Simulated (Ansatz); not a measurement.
Species: sum formula Si$_{2}$H$_{4}$F, net charge 0, doublet state. It need not be the lowest isomer of its formula. 
Coordinates optimised at B3LYP-D3(BJ)/def2-TZVP (Ansatz, a program for electronic structure):
```xyz
7

F     -1.5224    -0.8332    -0.5339
Si    -0.7300     0.2729     0.3301
Si     1.5482     0.1217    -0.1507
H     -1.2308     1.6104    -0.0595
H     -1.0562     0.0132     1.7525
H      2.2801     1.3812     0.1368
H      2.2545    -1.0301     0.4641
```
Charge 0, spin multiplicity 2.

Dipole moments at this geometry, in debye (magnitudes).

```json
[
 {"level": "SVWN5/def2-TZVPD", "program": "Ansatz", "dipole (D)": "1.32"},
 {"level": "PBE/def2-TZVPD", "program": "Ansatz", "dipole (D)": "1.24"},
 {"level": "BLYP/def2-TZVPD", "program": "Ansatz", "dipole (D)": "1.23"},
 {"level": "r2SCAN/def2-TZVPD", "program": "Ansatz", "dipole (D)": "1.26"},
 {"level": "B97M-V/def2-TZVPD", "program": "Ansatz", "dipole (D)": "1.14"},
 {"level": "B3LYP/def2-TZVPD", "program": "Ansatz", "dipole (D)": "1.31"},
 {"level": "BHLYP/def2-TZVPD", "program": "Ansatz", "dipole (D)": "1.41"},
 {"level": "r2SCANh/def2-TZVPD", "program": "Ansatz", "dipole (D)": "?"},
 {"level": "CAM-B3LYP/def2-TZVPD", "program": "Ansatz", "dipole (D)": "1.37"},
 {"level": "LC-wPBE/def2-TZVPD", "program": "Ansatz", "dipole (D)": "1.38"},
 {"level": "wB97M-V/def2-TZVPD", "program": "Ansatz", "dipole (D)": "1.27"},
 {"level": "wB97X-V/def2-TZVPD", "program": "Ansatz", "dipole (D)": "1.35"},
 {"level": "CCSD(T)/aug-cc-pV(D+d)Z", "program": "Ansatz", "dipole (D)": "?"}
]
```

Problem. What belongs in the gaps?

Solution. 
- r2SCANh/def2-TZVPD, dipole (D): 1.29
- CCSD(T)/aug-cc-pV(D+d)Z, dipole (D): 1.31
